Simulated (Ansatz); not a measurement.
The same path of ClH + Ge2H6 (10 atoms, charge 0, multiplicity 1) was run twice with different band settings. Lost on the way: Ge1–H2, Cl9–H10. Made: Ge1–Cl9, H2–H10.

Level of theory: RHF/def2-SVP in Ansatz 0.2.0.

Relaxed end points:

```xyz
10
Properties=species:S:1:pos:R:3
Ge 0.025 -0.305 -0.165
H 0.044 -0.669 1.326
Ge 2.300 -0.301 -1.089
H 2.914 -1.703 -0.969
H 2.262 0.089 -2.575
H 3.191 0.696 -0.339
H -0.628 1.075 -0.325
H -0.840 -1.338 -0.904
Cl 1.433 2.675 2.280
H 0.219 2.589 2.650
```

```xyz
10
Properties=species:S:1:pos:R:3
Ge -0.053 0.343 -0.799
H 1.117 0.637 3.850
Ge 2.307 -0.243 -1.121
H 2.408 -1.530 -1.951
H 3.010 0.899 -1.861
H 2.965 -0.462 0.244
H -0.786 0.653 -2.105
H -0.837 -0.695 0.006
Cl -0.091 2.191 0.375
H 0.879 1.018 3.252
```

Common settings: movable images 9; climbing image yes; spring 5.0 eV/Å²; optimiser quadratic models (default); start path through a guess of the saddle point; force threshold 0.03 eV/Å; end points relaxed.

| run | iteration limit |
| --- | --- |
| 1 | 60 |
| 2 | 6 |

What does each run give, and how far can it be trusted?

Run 1: converged after 23 iterations, highest image 2.191 eV above the first end. Neighbouring images differ by up to 2.1 eV, so the band resolves the path poorly. A vibrational analysis at the climbing image gives one clearly imaginary mode, 655i cm⁻¹: a first-order saddle point.
Run 2: not converged after 6 iterations, highest image 2.087 eV above the first end. The band didn't meet its force threshold, so its energies are provisional: the largest band force was still 1.13 eV/Å, and over the last iterations the top moved between 1.99 and 2.16 eV.
The orbitals stay closed-shell, which can raise the energy where a bond breaks towards radicals; this wasn't checked here.
